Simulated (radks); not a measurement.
All-electron atom: neutral lead in [Xe] 4f14 5d8.5 6s2 6p3.5 (fractional occupations, a model configuration).

All-electron calculation, Dirac Kohn-Sham, PBEsol, spin-unpolarised, spherical densities, point nucleus; open shells fill j = l - 1/2 first. Program: a radial shooting solver on a logarithmic mesh with Libxc functionals.

Energy parts (hartree):
part                       energy
total                 -20921.9695
kinetic                24362.0939
electron-nucleus      -52950.4908
Hartree                 8050.5452
exchange-correlation    -384.1177

Orbitals (lengths in bohr, moments of r in powers of bohr; <r^-3> diverges for s and p1/2):
orbital  occ.  eigenvalue (hartree)      <r>  <r^-3>       <r^4>   <1/r>
1s1/2       2             -3232.442  0.01605       -   3.535e-07   101.4
2s1/2       2             -577.9060  0.06691       -  0.00005068   25.07
2p1/2       2             -554.9639  0.05488       -  0.00002989   25.01
2p3/2       4             -474.5291  0.06380   23380  0.00004822   19.96
3s1/2       2             -138.9257   0.1740       -    0.001831   9.190
3p1/2       2             -128.5836   0.1645       -    0.001586   9.098
3p3/2       4             -110.6379   0.1807    5519    0.002255   7.778
3d3/2       4             -93.65438   0.1570   969.0    0.001478   7.679
3d5/2       6             -89.83517   0.1619   791.0    0.001641   7.386
4s1/2       2             -31.66301   0.3841       -     0.04012   3.904
4p1/2       2             -27.19045   0.3854       -     0.04233   3.793
4p3/2       4             -22.79357   0.4200    1358     0.05929   3.335
4d3/2       4             -15.51347   0.4246   216.4     0.06840   3.139
4d5/2       6             -14.69294   0.4357   172.4     0.07559   3.036
4f5/2       6              -5.26426   0.4505   37.91      0.1152   2.697
4f7/2       8              -5.07918   0.4568   35.92      0.1218   2.657
5s1/2       2              -5.55597   0.8511       -      0.9444   1.627
5p1/2       2              -4.02141   0.9075       -       1.269   1.506
5p3/2       4              -3.18457   0.9965   255.2       1.857   1.340
5d3/2       4              -1.04699    1.239   27.60       5.278   1.063
5d5/2     4.5              -0.94497    1.281   21.45       6.114   1.024
6s1/2       2              -0.53472    2.194       -       45.76  0.5891
6p1/2       2              -0.22788    2.738       -       125.9  0.4684
6p3/2     1.5              -0.15623    3.154   20.35       229.3  0.4030

The highest occupied level is 6p3/2 at -4.251 eV. The density falls to 0.001 e/bohr^3 at r = 4.76 bohr. Summed over all electrons, <r^2> = 76.75 bohr^2, which gives a Langevin (diamagnetic) susceptibility term of -60.8 x 10^-6 cm^3/mol.
